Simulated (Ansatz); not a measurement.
Cost and result for the atomization energy of `C[O][SnH2][O]C` (13 atoms, 12 bonds).

```xyz
13

C    -1.101   -0.472   -1.805
O     0.166   -0.855   -1.330
Sn    1.297    0.458   -0.413
O     0.303    1.021    1.181
C    -0.029    0.073    2.165
H    -1.772   -0.154   -0.997
H    -1.046    0.344   -2.540
H    -1.555   -1.335   -2.301
H     2.685   -0.420    0.024
H     1.440    1.877   -1.338
H    -0.561    0.588    2.970
H     0.857   -0.406    2.604
H    -0.684   -0.719    1.779
```

The species carries charge 0 and has multiplicity 1. Correlated methods include outer-core shells of Sn, which these sets cover unevenly. Sn: def2 effective core potential. All single points use the PBE0-D4/def2-TZVP geometry. It is one conformer, not always the lowest. Program: Ansatz. All runs use 4 threads of an Intel Xeon Platinum 8488C on a shared host. Times are those of one run each, without the atoms' runs, and a repeat can differ threefold. Electronic energies, without spin–orbit coupling; frozen cores. CCSD(T)/CBS adds CCSD(T) − MP2 in def2-TZVPP to the MP2 limit, and its time is that of the two runs behind it. T1 = 0.014. With those shells the extrapolation isn't a true limit. B3LYP takes the VWN-RPA correlation (the form of Gaussian; ORCA's B3LYP/G).

CCSD(T)/CBS is a level of theory with its own doubt, some kJ/mol a heavy atom from the limit and from the frozen cores, so smaller differences don't rank the functionals.

| level | functions | wall time |
| --- | --- | --- |
| LDA (SPW92)/def2-TZVPP | 286 | 1.1 s |
| revPBE-D4/def2-TZVPP | 286 | 1.7 s |
| PBE0-D4/def2-TZVPP | 286 | 2.6 s |
| BHLYP-D4/def2-TZVPP | 286 | 2.6 s |
| CAM-B3LYP-D4/def2-TZVPP | 286 | 3.2 s |
| r2SCAN-D4/def2-TZVPP (with forces) | 286 | 3.3 s |
| B3LYP-D4/def2-TZVPP (with forces) | 286 | 4.2 s |
| B2PLYP/def2-TZVPP | 286 | 5.5 s |
| ωB97X-V/def2-TZVPP | 286 | 6.5 s |
| CCSD(T)/def2-SVP | 122 | 9.5 s |
| MP2/def2-QZVPP | 550 | 23 s |
| CCSD(T)/def2-TZVPP | 286 | 4.5 min |
| CCSD(T)/CBS(def2) | – | 4.9 min |

What atomization energy does each give, and how far from CCSD(T)/CBS? (Estimate.)

The calculation gave: 
| level | atomization (kcal/mol) | difference from CCSD(T)/CBS | per bond |
| --- | --- | --- | --- |
| LDA (SPW92)/def2-TZVPP | 1229.6 | 154.5 | 12.9 |
| revPBE-D4/def2-TZVPP | 1056.3 | -18.8 | -1.6 |
| PBE0-D4/def2-TZVPP | 1061.6 | -13.5 | -1.1 |
| BHLYP-D4/def2-TZVPP | 1031.3 | -43.8 | -3.6 |
| CAM-B3LYP-D4/def2-TZVPP | 1073.5 | -1.6 | -0.1 |
| r2SCAN-D4/def2-TZVPP (with forces) | 1068.2 | -6.9 | -0.6 |
| B3LYP-D4/def2-TZVPP (with forces) | 1065.8 | -9.3 | -0.8 |
| B2PLYP/def2-TZVPP | 1054.8 | -20.3 | -1.7 |
| ωB97X-V/def2-TZVPP | 1072.9 | -2.2 | -0.2 |
| CCSD(T)/def2-SVP | 1005.7 | -69.4 | -5.8 |
| MP2/def2-QZVPP | 1072.5 | -2.6 | -0.2 |
| CCSD(T)/def2-TZVPP | 1044.7 | -30.4 | -2.5 |
| CCSD(T)/CBS(def2) | 1075.1 | 0.0 | 0.0 |

The D4 term adds +9.4 kcal/mol with B3LYP and +5.0 kcal/mol with PBE0; it sums over pairs of atoms, weighted by their polarisabilities, and B3LYP, whose exchange is more repulsive, gets the larger term. From r2SCAN to r2SCAN0 (25 % exact exchange), in def2-TZVPP and without D4, the atomization energy moves by −20.6 kcal/mol: exact exchange takes away binding that semilocal exchange gives to molecules. In def2-TZVPP, CCSD(T) changes the Hartree–Fock value by +292.2 kcal/mol (the triples alone add +16.4 kcal/mol) and MP2 by +301.7 kcal/mol; breaking electron pairs costs correlation energy, which Hartree–Fock lacks.

Spin–orbit coupling would lower the free Sn atoms strongly, and the atomization energy with them, by more than many differences here. For some Ge, Se and Sn compounds the MP2-based and the directly extrapolated limit differ by 10 to 25 kJ/mol.
